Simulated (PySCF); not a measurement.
Compound: 1,2,4,5-tetrafluorobenzene, C6H2F4.
Structure used (PBE0-D3(BJ)/def2-TZVP), in Å, numbered top down from 1:
```xyz
12
C6H2F4 angstrom
F      0.7814    2.5002   -0.6774
C      0.3940    1.2741   -0.3396
C     -0.5988    1.0981    0.6041
C     -0.9860   -0.1839    0.9401
F     -1.9400   -0.3725    1.8466
C     -0.3869   -1.2790    0.3385
F     -0.7753   -2.5048    0.6763
C      0.6058   -1.1029   -0.6048
C      0.9939    0.1790   -0.9408
F      1.9479    0.3691   -1.8469
H     -1.0674    1.9532    1.0732
H      1.0743   -1.9581   -1.0741
```

Level: wB97X-D/pcSseg-2 in PySCF, non-relativistic, on one gas-phase PBE0-D3(BJ)/def2-TZVP geometry that isn't relaxed in the solvent. The solvent is an IEF-PCM continuum (van der Waals radii × 1.2). The model holds no explicit solvent molecules, cavitation or dispersion.

Gas phase at wB97X-D/pcSseg-2: HOMO -9.17 eV, LUMO 0.63 eV, dipole 0.00 D.

**Question.** What does the continuum do to the energy, the frontier levels and the dipole at wB97X-D/pcSseg-2 in chloroform?

**Answer.** 
```
   solvent      ε  E(solvent) − E(gas) (kcal/mol)  polarisation term (kcal/mol)  distortion of the solute (kcal/mol)  HOMO (eV)  LUMO (eV)  dipole (D)
chloroform  4.711                           -2.47                         -2.70                                 0.23      -9.03       0.85        0.00
```

The polarisation term is half the interaction of the solute with the surface charges that it induces; the rest is the cost of distorting the solute's density. The sum is the electrostatic part of solvation alone. Charge and dipole vanish, so a point-dipole model would give no lowering at all.

On AMD EPYC 7B13, 2 threads, shared host with 128 logical CPUs at a one-minute load of 15, this took 56 s wall, 2.2 min CPU and 2.8 GiB of memory at its peak. This is the whole shielding run at wB97X-D/pcSseg-2 in chloroform, SCF included.

Note: wB97X-D ran without an empirical dispersion term, which enters the total energy and its gradient alone.
